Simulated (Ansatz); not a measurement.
Coupled-cluster run, BFH$_{2}$S$_{2}$ (`FB(S)S`).

```yaml
crystal:
  periodic: [false, false, false]
  atoms:
    - {symbol: F, position_ang: [-0.284625, 0.788127, 1.060038]}
    - {symbol: B, position_ang: [-0.004602, 0.013691, 0.017861]}
    - {symbol: S, position_ang: [1.413590, -1.102600, 0.060502]}
    - {symbol: S, position_ang: [-1.036598, 0.061197, -1.462654]}
    - {symbol: H, position_ang: [1.788864, -0.750875, 1.301558]}
    - {symbol: H, position_ang: [-1.876640, 0.990461, -0.977307]}
basis:
  gaussian: {orbitals: def2-QZVPP}
correlation: {method: ccsd_t}
```

```sh
$ ansatz run in.yaml --threads 2 --pin off --events-out ev --progress --plain --max-ram 31744MiB --backend cuda --devices 0, --max-vram 18GiB
```

Output of Ansatz, abridged:

```
Functional definition: HF
1899 factors; integrals over basis functions are off by at most 7.2e-4 eV
mean field evaluation 1: about -25048.0107 eV, gradient 2.8e1 eV
mean field evaluation 2: about -25048.1526 eV, gradient 2.8e1 eV
mean field evaluation 4: about -25050.0980 eV, gradient 3.2e0 eV
mean field evaluation 8: about -25050.1525 eV, gradient 2.9e-1 eV
mean field -25050.15296767 eV, -920.5761419583 hartree, gradient 9.0e-6 eV, S^2 0.000000; 0 other end points of the search recorded, 0 dependent functions left out
12 core orbitals not correlated: weight in the atoms' cores, before any rotation towards them, 1.000 or more for the frozen orbitals, at most 0.000 for the correlated occupied ones
reference -25050.15296767 eV, -920.5761419583 hartree; 12, 12 occupied and 290, 290 virtual orbitals, 1899 factors
second order -20.67631033 eV of doubles, -0.00000000 eV of singles
cycle   1  -20.95740655 eV  change   -2.8e-1 eV  update   9.7e-2
cycle   2  -21.41211900 eV  change   -4.5e-1 eV  update   2.9e-2
cycle   3  -21.51631161 eV  change   -1.0e-1 eV  update   1.5e-2
cycle   4  -21.50474658 eV  change    1.2e-2 eV  update   3.8e-3
cycle   5  -21.50133210 eV  change    3.4e-3 eV  update   1.6e-3
cycle   6  -21.50169513 eV  change   -3.6e-4 eV  update   5.3e-4
cycle   7  -21.50136125 eV  change    3.3e-4 eV  update   1.7e-4
cycle   8  -21.50134211 eV  change    1.9e-5 eV  update   5.7e-5
cycle   9  -21.50137571 eV  change   -3.4e-5 eV  update   2.2e-5
cycle  10  -21.50137546 eV  change    2.4e-7 eV  update   8.2e-6
perturbative correction -0.96030602 eV, -0.0352905954 hartree
Total energy: -25072.61464915 eV, -921.4015935277 hartree
```

Hardware: 2 threads of an AMD EPYC 7R13 on a shared host and a share of an NVIDIA H100 80 GB. Wall time 5.5 s, peak host memory 1.4 GiB.

Correlation energy per correlated electron: -0.936 eV. T1 diagnostic: 0.0131.
